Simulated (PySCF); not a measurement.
PySCF input:

```python
from pyscf import gto, scf, mp, cc as ccmod

mol = gto.M(
    atom='''
    C    -1.04111583    0.00436008   -0.00589786
    Cl    0.55265444   -0.00231446    0.00313075
    H    -1.57008623    0.95646317   -0.03558607
    H    -1.57834429   -0.94327789    0.01775039
    ''',
    basis='cc-pvdz',
    charge=1,
    spin=0,
    verbose=4,
)

mf = scf.RHF(mol)
mf.conv_tol = 1e-10
mf.max_cycle = 100
mf.kernel()
mp2 = mp.MP2(mf, frozen=6).run()
cc = ccmod.CCSD(mf, frozen=6)
cc.max_cycle = 100
cc.kernel()
et = cc.ccsd_t()
print(f'E(CCSD(T)) = {cc.e_tot + et:.9f}')
```

**Question.** Which total energy does the run end on?

**Answer.** -498.46983 Eh (CCSD(T)/cc-pVDZ).
